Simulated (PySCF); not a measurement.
silicon dioxide molecule (O2Si), SMILES O=[Si]=O.

Geometry: ωB97X-D3(BJ)/def2-TZVP.

These are SMD-B3LYP/6-31G* (PySCF) values and carry that method's errors.

Solvation free energies are E(SMD) − E(gas) at the gas-phase geometry, for 1 M in both phases. In vacuum the dipole moment is 0.00 D.

```
solvent        ΔG(solv) (kcal/mol)  its non-electrostatic (CDS) part  dipole (D)
-------------  -------------------  --------------------------------  ----------
water                         -7.5                               0.0        0.00
n-hexane                       ___                               ___         ___
chlorobenzene                 -4.8                              -1.4        0.00
```

Problem. Fill in the missing entries. (Estimate from the structure and the level; the computed values follow.)

Solution. 
- n-hexane, ΔG(solv) (kcal/mol): -3.0
- n-hexane, its non-electrostatic (CDS) part: -1.5
- n-hexane, dipole (D): 0.00
